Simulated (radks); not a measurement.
Ionisation of the neon ion Ne2+, [He] 2s2 2p4, to [He] 2s2 2p3 as the strength of local exchange is varied. All-electron calculation, Dirac Kohn-Sham, Slater X-alpha exchange (alpha = 2/3 is LDA exchange), no correlation, spin-unpolarised, spherical densities, point nucleus; open shells are shared between the two j in proportion to 2j + 1. Program: a radial shooting solver on a logarithmic mesh with Libxc functionals.

alpha	E(Ne2+) (hartree)	exchange (hartree)	IE (eV)	-e of the level emptied (eV)	<r> of it (bohr)
0.645	-125.01158	-9.47560	65.050	52.497 (2p3/2)	0.8183
0.667	-125.33509	-9.81808	65.697	53.106 (2p3/2)	0.8153
0.731	-126.27985	-10.82161	67.598	54.896 (2p3/2)	0.8066
0.743	-126.45759	-11.01097	67.958	55.235 (2p3/2)	0.8050
0.762	-126.73940	-11.31156	68.529	55.773 (2p3/2)	0.8025
0.96	-129.70436	-14.50026	74.625	61.542 (2p3/2)	0.7775
1.022	-130.64335	-15.51985	76.589	63.406 (2p3/2)	0.7701

NIST Atomic Spectra Database: 63.423 eV (measured). The central value is not met in this range of alpha. Spin polarisation and multiplet splitting are left out, so open shells lie too high by an amount that depends on their filling.

Beside tabulated values, note that spin-unpolarised runs miss the spin-polarisation part of the exchange energy of open shells.
